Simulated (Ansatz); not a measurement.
`F[Si@H]1C[C@@H]1Cl` + H–F → `F[C@H]1C[Si@@H]1F` + HCl  (substitution at a C–Cl bond)

Program: Ansatz. Geometries: PBE0-D4/def2-TZVP. ΔE: electronic, gas phase. CCSD(T)/CBS adds triple-zeta CCSD(T) − MP2 to the extrapolated MP2 energy (def2 sets, frozen cores). This one scheme is used for every species. DFT in def2-TZVPP.

`F[Si@H]1C[C@@H]1Cl`:

```xyz
9

F    -0.720    0.594   -2.240
Si    0.189   -0.044   -1.100
C     0.329    0.750    0.539
C    -0.560   -0.533    0.498
Cl   -0.008   -1.919    1.433
H     1.301   -0.800   -1.695
H    -0.193    1.661    0.816
H     1.273    0.636    1.065
H    -1.612   -0.344    0.684
```

H–F:

Cartesian coordinates in Å:
```
F 0.073 0.038 0.453
H -0.073 -0.038 -0.453
```

`F[C@H]1C[Si@@H]1F`:

Z-matrix (Å, degrees):
```
C
C 1 1.547
Si 1 1.838 2 64.9
F 1 1.371 2 116.6 3 119.0
H 1 1.089 2 113.1 3 -111.0
H 2 1.085 1 117.6 3 122.9
H 2 1.090 1 112.8 3 -103.7
F 3 1.593 1 119.7 2 -108.8
H 3 1.472 1 123.3 2 102.7
```

HCl:

```xyz
2

Cl    0.371    0.480   -0.202
H    -0.371   -0.480    0.202
```

```csv
level,ΔE (kJ/mol)
r2SCAN-D4,26.7
ωB97X-V,26.2
B2PLYP,29.5
PBE,25.4
r2SCAN,25.8
CCSD/def2-TZVPP,31.9
HF/CBS(def2),19.8
CCSD/CBS(def2),37.9
```

What does CCSD(T)/CBS give? (An estimate is asked.)

Computed: +40.5 kJ/mol. The listed levels differ from it by -13.8, -14.3, -11.0, -15.1, -14.7, -8.6, -20.7, -2.6 kJ/mol.

Largest T1 diagnostic among the species: 0.012.

In def2-TZVPP, CCSD(T) changes the Hartree–Fock value by +14.9 kJ/mol (the triples alone add +2.5 kJ/mol) and MP2 by +27.5 kJ/mol. The D4 term adds +6.8 kJ/mol with B3LYP and +3.6 kJ/mol with PBE0; it sums over pairs of atoms, weighted by their polarisabilities, and B3LYP, whose exchange is more repulsive, gets the larger term.

B3LYP here is the variant with VWN-RPA as its local correlation; programs differ in this.
